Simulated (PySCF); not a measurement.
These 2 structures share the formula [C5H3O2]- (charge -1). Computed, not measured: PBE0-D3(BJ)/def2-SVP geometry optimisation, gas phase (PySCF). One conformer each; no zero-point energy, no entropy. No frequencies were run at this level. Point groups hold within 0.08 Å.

Question: Rank from lowest to highest electronic energy at this level (kJ/mol).
A. `[CH:1]#[C:2]/[C:3]([O-:4])=[CH:5]/[CH:6]=[O:7]` (charge -1) with C3–C5–C6–O7 180°
B. `[CH:1]#[C:2][C:3](=[O:4])/[CH:5]=[CH:6]\[O-:7]` (charge -1) with C2–C3–C5–C6 0°

Answer: A (0.0), B (15.7).

Neighbours under 21 kJ/mol apart (C#C/C([O-])=C/C=O and C#CC(=O)/C=C\[O-]) can change places with a better method, another conformer or zero-point energy.

```json
{"SMILES": "C#C/C([O-])=C/C=O", "E (Eh)": "-342.10520", "E rel (kJ/mol)": "0.0", "dipole about centre of mass (D)": "3.71", "point group": "Cs", "A, B, C (MHz)": "7352, 1399, 1175"}
{"SMILES": "C#CC(=O)/C=C\\[O-]", "E (Eh)": "-342.09922", "E rel (kJ/mol)": "15.7", "dipole about centre of mass (D)": "1.11", "point group": "Cs", "A, B, C (MHz)": "3804, 2478, 1500"}
```

Q: As an exercise, what shares would exp(−E/RT) give at 2000 K from these electronic energies alone (no entropy, no degeneracies)?

A: RT = 16.629 kJ/mol: C#C/C([O-])=C/C=O 72.0 %, C#CC(=O)/C=C\[O-] 28.0 %.
